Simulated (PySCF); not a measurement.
# One molecule, several mistakes: AlC2H7N

These are calculations, not measurements. The program is PySCF 2.14.0, an open-source quantum chemistry code, run on an isolated molecule that a program drew, which may never have been made. The molecule is AlC2H7N (charge 0, doublet), drawn as the SMILES string `[CH2][NH][AlH][CH3]`.

Each row is a Hartree-Fock (HF) and frozen-core CCSD(T) single point in the cc-pV(D+d)Z basis, meant for a local HF minimum. Run 1 is clean. Each other run has one planted mistake out of seven kinds, and not every kind appears here: one electron removed, one electron added, multiplicity raised by two, geometry at a saddle point, minimal basis STO-3G, one bond length entered in bohr, all coordinates scaled. The reference is restricted for singlets and unrestricted otherwise, and also for a bond in bohr. Adding or removing an electron swaps singlet and doublet. Electrons count all cores. HOMO and LUMO are orbital energies over both spins, the gradient is its largest component, and the lowest frequency (negative if imaginary) is given only where the gradient is small. Bond lengths are over the 10 bonds as drawn. T1 is the CCSD diagnostic: over 0.02 (restricted) or 0.045 (unrestricted) a single reference is doubtful.

Geometry of the clean run:
```xyz
11
AlC2H7N, angstrom
C    -0.4594   -0.8617   -1.0525
N    -0.3850    0.2228   -0.1717
Al    0.1829    0.2631    1.5205
C     0.2499    1.9762    2.4733
H    -0.2810   -1.8475   -0.6410
H    -1.1064   -0.7809   -1.9179
H    -0.6609    1.0804   -0.6142
H     0.6045   -1.1144    2.1700
H     1.2712    2.1987    2.8048
H    -0.0907    2.8197    1.8647
H    -0.3708    1.9473    3.3767
```

```
run  electrons  basis functions  <S^2>  HOMO (eV)  LUMO (eV)  gradient (hartree/bohr)  lowest frequency (cm^-1)  mean bond (Å)  longest bond (Å)      T1  HF (hartree)  CCSD(T) (hartree)                     mistake
  1         39              100  0.760      -7.58       2.36                  1.6e-05                        70         1.3184             1.961  0.0177    -376.17704         -376.74748                    no fault
  2         40              100  0.000       1.20       7.41                  2.3e-02                         -         1.3184             1.961  0.0344    -376.07217         -376.70721          one electron added
  3         39               31  0.759      -5.29       8.78                  5.1e-02                         -         1.3184             1.961  0.0173    -371.63904         -371.86297        minimal basis STO-3G
  4         39              100  3.772      -3.96      -2.37                  1.1e-01                         -         1.3184             1.961  0.0551    -375.94879         -376.51165  multiplicity raised by two
  5         39              100  1.235      -6.42       1.40                  7.7e-02                         -         1.4772             3.374  0.0570    -376.08513         -376.66304                           ?
  6         38              100  0.000     -15.40      -4.71                  1.3e-01                         -         1.3184             1.961  0.0193    -375.95076         -376.52030                           ?
```

**Which mistake was planted in run 5, and what did it cost?**

The mean bond changes by a factor of 1.120 and the longest by 1.721, so the molecule wasn't scaled as a whole. A length L in bohr read as angstrom grows by (1/0.5292 - 1) L = 0.890 L. The 10 bonds together grew by 10 x 0.1588 = 1.588 Å, which gives L = 1.785 Å. That is bond N2-Al3, 1.785 Å in the clean geometry. So the mistake is: one bond length entered in bohr. Subtracting run 1 and multiplying by 627.51 kcal/mol a hartree, the energy moved by 57.7 kcal/mol in HF and 53.0 kcal/mol in CCSD(T).

**Which mistake was planted in run 6, and what did it cost?**

It counts 38 electrons, one fewer than the clean run, at the same geometry and basis. So the mistake is: one electron removed. Subtracting run 1 and multiplying by 627.51 kcal/mol a hartree, the energy moved by 142.0 kcal/mol in HF and 142.6 kcal/mol in CCSD(T).

Cautions from the logs. Run 2: T1 is over the limit, so its CCSD(T) energy is less reliable and the HOMO is above zero, so the electron isn't bound and the energy depends on the basis; run 4: T1 is over the limit, so its CCSD(T) energy is less reliable; run 5: T1 is over the limit, so its CCSD(T) energy is less reliable.
